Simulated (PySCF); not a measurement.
How methods differ on the excitation energy of Pt+

Pt+ [Xe] 4f14 5d9 (2D) → Pt+ [Xe] 4f14 5d8 6s1 (4F), as a difference of total energies. Calculation: PySCF 2.14, in aug-cc-pVDZ-PP with ECP60MDF (5s5p4d2f, 54 functions); a scalar-relativistic core potential. Correlated levels: valence: 5s2 5p6 frozen. The calculations carry no spin-orbit coupling.

```json
{"method": "UHF", "excitation energy (eV)": "0.309"}
{"method": "MP2 (valence)", "excitation energy (eV)": "0.816"}
{"method": "SCS-MP2 (valence)", "excitation energy (eV)": "0.962"}
{"method": "CCSD (valence)", "excitation energy (eV)": "0.747"}
{"method": "CCSD(T) (valence)", "excitation energy (eV)": "0.803"}
```

Q: How much does correlation contribute at CCSD(T) (valence)?

A: 0.803 − (0.309) = 0.494 eV, measured against UHF.
